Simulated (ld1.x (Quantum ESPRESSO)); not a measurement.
# Pseudopotential generation for titanium: TM, PBE, fully relativistic.

```json
{
 "Element": "titanium (Ti)",
 "Generator": "ld1.x (Quantum ESPRESSO) 7.5",
 "Type": "norm-conserving Troullier–Martins (Kleinman–Bylander form)",
 "Functional": "PBE",
 "Relativity": "fully relativistic",
 "Frozen core": "[Ne]",
 "Valence charge": "12",
 "Reference configuration": "3s2 3p6 3d2 4s2 4p0",
 "Partial waves": "3s (bound): rc 1.35 bohr; 3p (bound): rc 1.20 bohr; 3d (bound): rc 1.65 bohr",
 "Local potential": "the d channel",
 "Core correction": "Bessel-smoothed model core, default radius (core density twice the valence density)"
}
```

Open shells are filled in proportion to 2j + 1 (rel_dist='average').

Occupied shells without a wave of their own: 4s. They enter only through the test configuration that unscreens the potential, and ld1.x also counts them in the model core charge.

All-electron outer shells of the reference configuration (PBE, scalar-relativistic, ld1.x):

```
shell  level (eV)  outermost node (bohr)  outermost maximum (bohr)
   2s     -536.94                   0.09                      0.27
   2p     -444.26                      –                      0.22
   3s      -62.63                   0.40                      0.87
   3p      -38.86                   0.37                      0.90
   4s       -4.47                   1.24                      2.92
   3d       -4.26                      –                      0.98
   4p       -1.47                   1.39                      3.80
```

**Question.** Estimate the cutoffs (Ry, on a coarse ladder) from which the occupation-weighted sum of valence levels, in a spherical-Bessel basis at the reference potential, stays within 10 and 1 mRy of its value at 400 Ry.

**Answer.** 80 Ry and 110 Ry.

**Question.** Does the potential have ghost states?

**Answer.** No extra level below or beside the all-electron valence levels (s, p1/2, p3/2, d3/2, d5/2, f tested).

**Question.** Tests: 3s2 3p6 3d2 4s1 4p0; 3s2 3p6 3d2 4s0 4p0; 3s2 3p6 3d1 4s0 4p0; 3s2 3p6 3d2 4s0 4p1; 3s2 3p6 3d3 4s0 4p0; 3s2 3p6 3d0 4s0 4p0; 3s2 3p6 3d2 4s1.5 4p0. Which has the largest error in its energy relative to the reference configuration, and how large is it?

**Answer.** 3s2 3p6 3d0 4s0 4p0, with -2289 meV (all-electron minus pseudo) on +91.15 eV.

ld1.x takes every shell without a wave as core, so the model core holds the 4s electrons as well and exchange and correlation see them twice. This cancels in the reference configuration, but the file is broken for other ones, and its errors say nothing about a proper core correction.
